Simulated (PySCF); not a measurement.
**From computed data to an observable: oscillator strength and radiative lifetime**

C₂H₇BClN, SMILES CN(C)BCl.

Coordinates come from a B3LYP-D3(BJ)/def2-SVP optimisation. This is a generated structure with no PubChem entry under its InChIKey; it may be hypothetical. Other conformers were not sampled.

TDA-PBE/def2-SVPD (PySCF) puts the first singlet state with f over 0.02 at 6.52 eV (vertical), with the transition dipole (-0.432, -1.308, 0.000) in atomic units.

### Question
Find the oscillator strength, the wavelength and the radiative lifetime that this transition would have in vacuum if emission retraced absorption.

### Answer

|μ|² = 1.8975 au, so |μ| = 3.50 D. ΔE = 6.52/27.211 = 0.2396 hartree. f = (2/3) ΔE |μ|² = 0.303 (the program prints 0.303).
λ = 1239.84/6.52 = 190 nm; ν = 52587 cm⁻¹.
Einstein's coefficient A = 0.6670 ν² f s⁻¹ (ν in cm⁻¹) = 5.6e8 s⁻¹, so τ = 1/A = 1.8 ns. This state is S3; the lower singlets have f = 0.019, 0.002. The figure is the radiative limit of this one transition; relaxation, internal conversion, crossing to triplets and a medium change what is measured.
